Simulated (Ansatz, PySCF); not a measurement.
CH8N2Si, SMILES C[SiH](N)N.

Coordinates come from a B3LYP-D3(BJ)/def2-SVP optimisation. The values are those of a single conformer.

Vertical ionisation energy (IE) and electron affinity (EA) in eV. Rows of orbital energies are one-electron estimates. Where ΔSCF, EOM or ADC give a negative EA the extra electron is unbound and the value depends on the basis.

```csv
level,IE,EA
"−ε(HOMO), −ε(LUMO), B3LYP/def2-TZVP (PySCF)",6.57,-0.50
"−ε(HOMO), −ε(LUMO), PBE/def2-TZVP (PySCF)",5.37,-0.04
"ΔSCF, PBE0/def2-SVPD (Ansatz), final states of multiplicity 2 and 2",8.96,-1.61
"ΔSCF, PBE/def2-SVPD (Ansatz), final states of multiplicity 2 and 2",?,?
```

**Question.** Some entries are withheld; supply them. (An estimate is asked for; the answer gives what the named calculation found.)

**Answer.** 
- ΔSCF, PBE/def2-SVPD (Ansatz, a program for electronic structure), final states of multiplicity 2 and 2, IE: 8.69
- ΔSCF, PBE/def2-SVPD (Ansatz), final states of multiplicity 2 and 2, EA: -1.42

**Question.** What vertical singlet–triplet gap does ΔSCF give with PBE0/def2-SVPD (Ansatz) and with PBE/def2-SVPD (Ansatz)? (An estimate is asked for; the answer gives what the named calculation found.)

**Answer.** 5.83 and 5.38 eV (triplet above singlet where positive).
